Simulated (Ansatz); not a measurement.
`C/C(I)=C/O` + H₂ → `O/C=C\I` + CH₄ at 400 K and 1 bar (hydrogenolysis of a C–C bond).

Computed with Ansatz on PBE0-D4/def2-TZVP structures; ΔE is electronic, products minus reactants. CCSD(T)/CBS adds triple-zeta CCSD(T) − MP2 to the extrapolated MP2 energy (def2 sets, frozen cores). This one scheme is used for every species. Double bonds are as drawn, so ΔE can hold a change between cis and trans. def2 core potentials past Kr. For I outer-core shells are correlated without core-valence functions, which leaves a few kJ/mol of doubt a bond. One conformer a species, not always the lowest.

| species | CCSD(T)/CBS energy (Eh) | H − E (kJ/mol) | S (J/(mol·K)) |
| --- | --- | --- | --- |
| `C/C(I)=C/O` | -489.76139 | 226.8 | 365.9 |
| H₂ | -1.17544 | 38.0 | 139.0 |
| `O/C=C\I` | -450.49539 | 146.6 | 328.0 |
| CH₄ | -40.46206 | 131.3 | 197.2 |

H − E and S are ideal-gas, rigid-rotor, harmonic terms from PBE0-D4/def2-TZVP, for one conformer and one mirror image of each species. For small species the MP2-based limit differs from directly extrapolated CCSD(T) by up to some mEh (0.8 for H₂); such offsets cancel only in part. 1 Eh = 2625.50 kJ/mol, R = 8.31446 J/(mol·K).

By hand: ΔE, ΔH, ΔS and ΔG.

ΔE = (-450.49539) + (-40.46206) − (-489.76139) − (-1.17544) = -0.02062 Eh = -54.1 kJ/mol. Δ(H − E) = 146.6 + 131.3 − 226.8 − 38.0 = 13.1, so ΔH = -41.0 kJ/mol. ΔS = 328.0 + 197.2 − 365.9 − 139.0 = 20.3 J/(mol·K). ΔG = -41.0 − 400 × (20.3)/1000 = -49.1 kJ/mol.

By hand: the equilibrium constant, and the temperature at which ΔG would vanish if ΔH and ΔS stayed fixed.

log₁₀ K = −ΔG/(RT ln 10) = 6.4. ΔH and −TΔS have one sign here, so there is no such temperature.

ΔH outweighs TΔS. A doubt of 5 kJ/mol in ΔE shifts log₁₀ K by 0.7 here. Other conformers and mirror images would add mixing entropy, several J/(mol·K) or more a flexible species. These are equilibria of isolated gas molecules and say nothing of rates. Largest T1 diagnostic: 0.011 (customary marks: 0.02 for closed shells, 0.045 for open ones).
